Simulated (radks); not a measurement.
Question: The mean radii <r> (bohr) of the occupied orbitals of an atom or ion are listed with their occupations. All-electron calculation, Dirac Kohn-Sham, LDA (Slater exchange, Perdew-Wang correlation), spin-unpolarised, spherical densities, finite nucleus; Fermi nuclear charge, rms radius of each element as measured or else 0.836 A^(1/3) + 0.57 fm. Program: a radial shooting solver on a logarithmic mesh with Libxc functionals.

orbital  occ.      <r>
1s1/2       2  0.02509
2s1/2       2   0.1071
2p1/2       2  0.08993
2p3/2       4  0.09603
3s1/2       2   0.2851
3p1/2       2   0.2748
3p3/2       4   0.2869
3d3/2       4   0.2577
3d5/2       6   0.2615
4s1/2       2   0.6515
4p1/2       2   0.6703
4p3/2       4   0.6967
4d3/2       4   0.7485
4d5/2       6   0.7574
5s1/2       2    1.392

Name the element and its charge. Open shells, if any, are shared by 2j + 1.

Answer: Z = 57, lanthanum, charge +9: La9+ in [Kr] 4d10 5s2. The 1s radius gives Z: for a bare nucleus <r> = (2 gamma + 1)/(2Z) with gamma = sqrt(1 - (Z/c)^2), 0.02473 bohr for Z = 57, and screening makes it slightly larger (0.02509 here). The occupations add up to 48, and the charge is Z minus that.
